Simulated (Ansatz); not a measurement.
`C[SiH2]SSC` + HBr → `C[SiH2]Br` + `CSS` at 400 K and 1 bar (ligand exchange at the Si–S bond).

Isolated molecules relaxed with PBE0-D4/def2-TZVP in Ansatz; ΔE leaves out vibrations. CCSD(T)/CBS adds triple-zeta CCSD(T) − MP2 to the extrapolated MP2 energy (def2 sets, frozen cores). For Br outer-core shells are correlated without core-valence functions, which leaves a few kJ/mol of doubt a bond. Scalar relativity is left out up to krypton. Each species was taken in one conformer, which may not be the lowest.

| species | CCSD(T)/CBS energy (Eh) | H − E (kJ/mol) | S (J/(mol·K)) |
| --- | --- | --- | --- |
| `C[SiH2]SSC` | -1165.58998 | 288.8 | 427.1 |
| HBr | -2573.91920 | 27.6 | 207.2 |
| `C[SiH2]Br` | -2903.51417 | 168.6 | 335.0 |
| `CSS` | -836.00794 | 149.0 | 316.6 |

H − E and S are ideal-gas, rigid-rotor, harmonic terms from PBE0-D4/def2-TZVP, for one conformer and one mirror image of each species. 1 Eh = 2625.50 kJ/mol, R = 8.31446 J/(mol·K).

Q: By hand: ΔE, ΔH, ΔS and ΔG.

A: ΔE = (-2903.51417) + (-836.00794) − (-1165.58998) − (-2573.91920) = -0.01293 Eh = -33.9 kJ/mol. Δ(H − E) = 168.6 + 149.0 − 288.8 − 27.6 = 1.2, so ΔH = -32.7 kJ/mol. ΔS = 335.0 + 316.6 − 427.1 − 207.2 = 17.3 J/(mol·K). ΔG = -32.7 − 400 × (17.3)/1000 = -39.6 kJ/mol.

Q: By hand: the equilibrium constant, and the temperature at which ΔG would vanish if ΔH and ΔS stayed fixed.

A: log₁₀ K = −ΔG/(RT ln 10) = 5.2. ΔH and −TΔS have one sign here, so there is no such temperature.

ΔH outweighs TΔS. A doubt of 5 kJ/mol in ΔE shifts log₁₀ K by 0.7 here. Other conformers and mirror images would add mixing entropy, several J/(mol·K) or more a flexible species. These are equilibria of isolated gas molecules and say nothing of rates. Largest T1 diagnostic: 0.011 (customary marks: 0.02 for closed shells, 0.045 for open ones).
